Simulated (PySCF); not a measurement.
The dipole of `FC(F)[SiH]1C[SiH2]C1` from its density and from atomic charges.

Coordinates (PBE0-D3(BJ)/def2-SVP, Å) and charges (e) from the PBE0/pcSseg-1 density (PySCF):

```csv
atom,x,y,z,Mulliken,IAO,Hirshfeld,ESP-fitted
F1,1.594,-0.904,1.341,-0.3148,-0.3082,-0.1011,-0.1478
C2,2.042,-0.046,0.376,+0.2497,+0.1807,+0.0587,+0.0493
F3,2.611,1.019,1.001,-0.3045,-0.3006,-0.1107,-0.1821
Si4,0.520,0.512,-0.655,+0.7885,+0.8940,+0.3454,+0.5935
C5,-0.784,1.191,0.536,-0.8293,-0.8404,-0.2555,-0.6938
Si6,-1.712,-0.463,0.326,+0.6243,+0.7619,+0.3364,+0.6337
C7,-0.529,-1.010,-1.072,-0.8328,-0.8453,-0.2576,-0.7149
H8,2.839,-0.571,-0.185,+0.1141,+0.1390,+0.0443,+0.1221
H9,0.984,1.385,-1.776,-0.0580,-0.1154,-0.0744,-0.1215
H10,-1.343,2.059,0.152,+0.1733,+0.1652,+0.0431,+0.1856
H11,-0.415,1.434,1.544,+0.1826,+0.1700,+0.0423,+0.1858
H12,-3.134,-0.316,-0.115,-0.0796,-0.1194,-0.0793,-0.1370
H13,-1.652,-1.338,1.534,-0.0616,-0.1100,-0.0737,-0.1333
H14,-0.038,-1.987,-0.947,+0.1762,+0.1644,+0.0396,+0.1672
H15,-0.998,-0.981,-2.067,+0.1719,+0.1642,+0.0420,+0.1932
```

Task: Compute μ = Σ q r for each scheme (1 e·Å = 4.803 D) and compare with the dipole of the full density.

Result: The full density gives (-0.52, -0.18, -1.87) D, 1.95 D in size; dipole vectors point from the negative to the positive end.

```json
{"scheme": "Mulliken", "μx": "-1.07", "μy": "-0.03", "μz": "-3.44", "size (D)": "3.60", "share of the full size (%)": "185", "angle to the full dipole (°)": "5"}
{"scheme": "IAO", "μx": "-1.28", "μy": "-0.17", "μz": "-3.42", "size (D)": "3.65", "share of the full size (%)": "187", "angle to the full dipole (°)": "5"}
{"scheme": "Hirshfeld", "μx": "-0.41", "μy": "-0.11", "μz": "-1.12", "size (D)": "1.20", "share of the full size (%)": "62", "angle to the full dipole (°)": "5"}
{"scheme": "ESP-fitted", "μx": "-0.55", "μy": "-0.18", "μz": "-1.86", "size (D)": "1.95", "share of the full size (%)": "100", "angle to the full dipole (°)": "1"}
```

Task: Which set comes closest?

Result: Length of the difference vector: ESP-fitted 0.02 D, Hirshfeld 0.76 D, Mulliken 1.67 D, IAO 1.72 D. Closest: ESP-fitted. ESP charges are fitted to the potential around the molecule, whose slowest-falling term is the dipole's. 

Task: What is left for the Hirshfeld atoms' own dipoles?

Result: The Hirshfeld atoms' densities add up to the full density, so μ = Σ q r + Σ (atomic dipoles). The atomic dipoles sum to (-0.52, -0.18, -1.87) − (-0.41, -0.11, -1.12) = (-0.11, -0.07, -0.75) D, 0.76 D in size.

Task: With the origin at the mean of the coordinates, (-0.001, -0.001, 0.000) Å, which are the largest single terms, by size, of the IAO dipole along the direction of the full one?

Result: C7 -5.12, F3 +2.53, F1 +2.42, Si4 +1.89, H15 +1.84 D; all 15 atoms together +3.64 D. The single terms depend on the origin, their sum doesn't.

Task: Give the size of the full dipole in other units.

Result: 1.95 D = 0.767 au = 0.406 e·Å = 6.50 × 10⁻³⁰ C·m.

Isolated species at its PBE0-D3(BJ)/def2-SVP geometry (one conformer only).

The run behind these numbers computed NMR shieldings as well. Hardware: Arm Neoverse N1, one thread, on a shared host. Cost: 40 s wall, 0.82 GiB resident at most.

Shape of the structure used: `[F:1][CH:2]([F:3])[SiH:4]1[CH2:5][SiH2:6][CH2:7]1`: F1–C2–Si4–C5 53°.
